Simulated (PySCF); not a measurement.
Correlation energy of B (boron, neutral)

[He] 2s2 2p1, 2P determinant. Calculation: PySCF 2.14, in aug-cc-pVQZ-DK (6s5p4d3f2g, 80 functions); scalar relativity by spin-free X2C-1e. Frozen: 1s2; 3 electrons correlated.

```tsv
level	correlation energy (mhartree)
CCSD	-66.49
(T)	-1.47
CCSD(T)	-67.96
```

Diagnostics: T1 = 0.015, D1 = 0.0278, largest double amplitude 0.071.

Cost of the coupled-cluster step: of the order of 11 core-seconds, for 3 correlated electrons.

Iterations:

```
CC2 = 0
CCSD nocc = (np.int64(2), np.int64(1)), nmo = (79, 79)
frozen orbitals [[0], [0]]
max_cycle = 100
direct = 0
conv_tol = 1e-08
conv_tol_normt = 1e-06
diis_space = 8
diis_start_cycle = 0
Init t2, MP2 energy = -0.0472502025194921
Init E_corr(UCCSD) = -0.0472502025201859
cycle = 1  E_corr(UCCSD) = -0.0577111630646682  dE = -0.0104609605  norm(t1,t2) = 0.0587938
cycle = 2  E_corr(UCCSD) = -0.0621475280025087  dE = -0.00443636494  norm(t1,t2) = 0.0298754
cycle = 3  E_corr(UCCSD) = -0.0665021092189855  dE = -0.00435458122  norm(t1,t2) = 0.0162011
cycle = 4  E_corr(UCCSD) = -0.066459108011219  dE = 4.30012078e-05  norm(t1,t2) = 0.00207245
cycle = 5  E_corr(UCCSD) = -0.066511370745691  dE = -5.22627345e-05  norm(t1,t2) = 0.000359245
cycle = 6  E_corr(UCCSD) = -0.066491128549391  dE = 2.02421963e-05  norm(t1,t2) = 0.000100224
cycle = 7  E_corr(UCCSD) = -0.066493935019131  dE = -2.80646974e-06  norm(t1,t2) = 3.26867e-05
cycle = 8  E_corr(UCCSD) = -0.0664952162252889  dE = -1.28120616e-06  norm(t1,t2) = 7.93371e-06
cycle = 9  E_corr(UCCSD) = -0.066494778065535  dE = 4.38159754e-07  norm(t1,t2) = 2.40924e-06
cycle = 10  E_corr(UCCSD) = -0.0664947998816255  dE = -2.18160905e-08  norm(t1,t2) = 5.82773e-07
cycle = 11  E_corr(UCCSD) = -0.0664947989418597  dE = 9.39765862e-10  norm(t1,t2) = 1.84128e-07
UCCSD converged
E(UCCSD) = -24.60622456982342  E_corr = -0.06649479894185967
UCCSD(T) correction = -0.0014654075968961
```
